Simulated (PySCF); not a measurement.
Br2Hg, SMILES [Br][Hg][Br] (connectivity only; charge and spin as stated), charge -1, multiplicity 2.

Geometry optimised at B3LYP-D3(BJ)/def2-SVPD. The multiplicity is an assumed one; no other spin state was optimised. The isomer is the one that the SMILES or the coordinates give; other isomers of the formula were not compared. The def2 effective core potentials stand for the cores of Hg; spin–orbit coupling is left out.

All values below come from IEF-PCM-B3LYP/def2-SVPD in PySCF.

The values are the electrostatic part of the solvation free energy, E(continuum) − E(gas) at the gas-phase geometry, in a cavity of scaled van der Waals radii (PySCF's table); cavitation and dispersion terms are not included. A continuum can't describe solvent molecules that bind to the metal.

```
solvent                ε  ΔG(elec) (kcal/mol)
-----------------  -----  -------------------
water              78.36                -49.1
toluene             2.37                -28.0
dimethylsulfoxide  46.83                -48.6
```
